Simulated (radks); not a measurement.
Values are calculated unless marked as measured or tabulated.
All-electron atom: the palladium ion Pd4+ in [Kr] 4d6. Level of theory: Dirac Kohn-Sham, OLYP, spin-unpolarised, spherical densities, finite nucleus; open shells are shared between the two j in proportion to 2j + 1; Fermi nuclear charge, rms radius 4.5318 fm (a radial shooting solver on a logarithmic mesh with Libxc functionals).

X-ray form factor f0, the Fourier transform of the density (f0(0) = 42):

sin(theta)/lambda (1/angstrom)  f0 (electrons)
0.05                                    41.584
0.1                                     40.396
0.15                                    38.591
0.2                                     36.381
0.25                                    33.984
0.3                                     31.583
0.4                                     27.244
0.5                                     23.829
0.6                                     21.272
0.8                                     17.687
1                                       14.871
1.25                                    11.769
1.5                                      9.298
2                                        6.464
